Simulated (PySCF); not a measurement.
## Input and output of a scripted DFT run

The script drives PySCF SCF with an in-house response code with single-precision fitted integrals, so total energies wander by about 1e-6 Eh between cycles (the fitting error itself is about 1e-3 Eh and cancels in differences); atoms count from 0. Pop asks for populations, which are stored and not printed.

The gap is small, so a closed-shell solution may not be the true ground state; the numbers describe that solution.

Job and coordinates (Å):

```
{"job": {"kind": "nmr", "basis": "pcSseg-1", "pop": false, "xc": "B97-D"}, "charge": 0, "multiplicity": 1}
C      4.216293     0.867200     0.231386
C      2.876157     1.384657     0.222114
C      2.001216     0.329758     0.102566
C      2.792489    -0.888327     0.033811
C      2.214232    -2.111694    -0.087794
C      0.793710    -2.229228    -0.151302
C      0.008525    -1.124400    -0.091087
C     -1.459069    -0.988725    -0.135718
C     -2.635840    -1.718613    -0.239536
C     -3.845025    -1.009542    -0.228206
C     -3.967917     0.378051    -0.120057
C     -2.798942     1.129979    -0.013963
C     -2.295002     2.495867     0.116558
C     -0.920124     2.499510     0.168928
C     -0.441611     1.154785     0.077434
C      0.592220     0.231132     0.041168
C     -1.646936     0.370484    -0.032143
C      4.182403    -0.484171     0.119920
H      5.095875     1.479907     0.315317
H      2.620003     2.425832     0.296992
H      2.813890    -3.009889    -0.137816
H      0.354204    -3.211797    -0.247845
H     -2.650023    -2.794940    -0.327369
H     -4.757133    -1.585251    -0.309862
H     -4.950080     0.827983    -0.121239
H     -2.913555     3.375340     0.165204
H     -0.310901     3.380774     0.263870
H      5.018403    -1.158268     0.097197
```

Command:

```bash
OMP_NUM_THREADS=1 python large_run.py task.json out
```

Problem. What does the program print?

Solution. 
```
start: PBE on a coarse grid of 24441 points
cycle   1  E = -690.6189471836  dE =  3.293e+00  |g| = 7.016e-01  |ddm| = 6.600e+00
cycle   2  E = -690.4580127548  dE =  1.609e-01  |g| = 1.040e+00  |ddm| = 2.493e+00
cycle   3  E = -690.7062642830  dE = -2.483e-01  |g| = 4.203e-01  |ddm| = 1.815e+00
cycle   4  E = -690.7465732300  dE = -4.031e-02  |g| = 2.056e-01  |ddm| = 6.606e-01
cycle   5  E = -690.7510693510  dE = -4.496e-03  |g| = 1.711e-01  |ddm| = 4.514e-01
cycle   6  E = -690.7622899976  dE = -1.122e-02  |g| = 4.593e-02  |ddm| = 2.555e-01
cycle   7  E = -690.7629036298  dE = -6.136e-04  |g| = 1.272e-02  |ddm| = 5.740e-02
cycle   8  E = -690.7629218844  dE = -1.825e-05  |g| = 8.987e-03  |ddm| = 2.225e-02
final grid: 229458 points
cycle   9  E = -691.1967594549  dE = -2.497e-03  |g| = 3.377e-02  |ddm| = 5.102e-01
cycle  10  E = -691.1946214678  dE =  2.138e-03  |g| = 9.220e-02  |ddm| = 1.396e-01
cycle  11  E = -691.1969371465  dE = -2.316e-03  |g| = 1.938e-02  |ddm| = 1.135e-01
cycle  12  E = -691.1968520422  dE =  8.510e-05  |g| = 2.317e-02  |ddm| = 5.152e-02
cycle  13  E = -691.1970618182  dE = -2.098e-04  |g| = 5.460e-03  |ddm| = 3.577e-02
cycle  14  E = -691.1970725980  dE = -1.078e-05  |g| = 1.759e-03  |ddm| = 7.708e-03
cycle  15  E = -691.1970744906  dE = -1.893e-06  |g| = 4.760e-04  |ddm| = 2.217e-03
cycle  16  E = -691.1970724795  dE =  2.011e-06  |g| = 1.775e-04  |ddm| = 6.745e-04
cycle  17  E = -691.1970743953  dE = -1.916e-06  |g| = 7.437e-05  |ddm| = 3.646e-04
converged SCF energy = -691.1970743953

GIAO shielding tensors (ppm)
atom      isotropic    diamagn.    paramagn.     s11        s22        s33       span
  0 C       48.049     254.156    -206.106    -35.577     47.638    132.087    167.664
  1 C       37.352     248.047    -210.695    -39.705     25.029    126.732    166.437
  2 C       50.429     248.245    -197.816    -18.493     34.890    134.891    153.385
  3 C       33.472     256.533    -223.061    -37.203     13.131    124.490    161.693
  4 C       47.298     251.175    -203.877    -34.684     25.757    150.821    185.505
  5 C       57.818     247.928    -190.110    -26.938     46.921    153.470    180.408
  6 C       21.356     257.931    -236.575    -53.355     20.056     97.366    150.721
  7 C       53.302     245.606    -192.305    -25.562     34.617    150.850    176.412
  8 C       68.656     250.445    -181.789    -14.482     47.894    172.556    187.038
  9 C       56.225     251.270    -195.045    -43.593     48.567    163.701    207.294
 10 C       62.961     250.559    -187.599    -19.303     42.352    165.833    185.136
 11 C       52.308     259.080    -206.772    -22.883     21.763    158.044    180.926
 12 C       36.884     254.214    -217.329    -45.100     28.781    126.972    172.072
 13 C       64.503     253.390    -188.887    -12.421     52.195    153.735    166.156
 14 C       37.660     244.338    -206.678    -31.001     18.880    125.100    156.101
 15 C       49.991     247.115    -197.125    -11.184     28.215    132.940    144.124
 16 C       19.836     268.961    -249.126    -48.818      4.992    103.332    152.150
 17 C       51.243     244.874    -193.631    -35.009     57.050    131.687    166.695
 18 H       26.385      28.788      -2.403     25.026     26.845     27.284      2.258
 19 H       25.524      34.693      -9.169     22.711     25.790     28.071      5.360
 20 H       25.949      30.357      -4.407     24.598     25.838     27.412      2.814
 21 H       26.022      33.718      -7.696     24.612     25.107     28.346      3.734
 22 H       25.414      33.481      -8.067     22.520     25.651     28.071      5.551
 23 H       25.111      26.902      -1.791     22.033     25.777     27.523      5.490
 24 H       25.046      29.252      -4.206     22.059     25.886     27.194      5.135
 25 H       24.608      31.538      -6.930     23.076     23.997     26.752      3.676
 26 H       25.455      34.516      -9.060     23.293     25.734     27.338      4.046
 27 H       26.540      29.887      -3.347     25.092     26.773     27.755      2.663
```

Problem. Roughly how long does this take on 1 thread of AMD EPYC 7R13 (shared host), and how large is the basis?

Solution. About 36 s of wall time, peak memory 0.64 GiB; 356 basis functions and 992 fitting functions.
